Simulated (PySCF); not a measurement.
## A search over the determinants of CaO

Unrestricted PBE0; Ca x2c-SVPall, O x2c-SVPall; spin-free X2C with a Gaussian nucleus (PySCF 2.14). Outer shells of the fragments: Ca 4s2; O 2s2 2p4.

Followed along the bond (rough minima from three points):

```csv
2Ms+1,unpaired,⟨S²⟩ at the start,R at minimum (Å),Te (eV)
1,none,0.00,1.81,0.00
3,"σ ↑, π ↑",2.00,2.06,0.75
1,"σ ↓, π ↑",1.01,2.06,0.77
```

Solutions found at the starting distance of 2.190 Å, counted from the lowest of them; the search is not exhaustive and high or unbound solutions are not listed, so other states can lie among these:

```csv
2Ms+1,unpaired,term,E (eV),⟨S²⟩,⟨Lz²⟩,μ (D)
3,"σ ↑, π ↑",³Π,0.00,2.00,1.01,-4.02
1,"σ ↓, π ↑",mixed,0.02,1.01,1.01,-4.03
1,none,¹Σ⁺,0.35,0.00,0.00,-9.34
3,π ↑↑,mixed,2.09,2.00,2.01,-3.77
1,π ↑↓,mixed,2.13,1.01,2.01,-3.76
3,π ↑↑,mixed,2.14,2.00,2.01,-3.80
1,"π ↑, δ ↓",mixed,2.42,1.01,5.01,-7.17
3,"π ↑, δ ↑",mixed,2.42,2.00,5.01,-7.20
1,"π ↑, δ ↓",mixed,2.43,1.01,4.91,-7.09
3,"π ↑, δ ↑",mixed,2.43,2.00,4.82,-7.06
```

A term symbol is given only where ⟨S²⟩ and ⟨Lz²⟩ are close to those of a pure state; real π, δ and φ orbitals otherwise mix terms. A positive dipole means Ca(−)O(+).

Task: Compare the gap between the two lowest followed solutions at the starting distance with the gap between their minima.

Result: At PBE0 the second solution (triplet, unpaired electrons σ ↑, π ↑) lies -0.35 eV from the first (singlet, closed shell) at 2.190 Å and +0.75 eV at the minima; the two curves relax by different amounts, since their minima lie near 2.06 and 1.81 Å.

Counting both spins, an empty level lies below a filled one in some of these solutions, because spin and occupation are held.
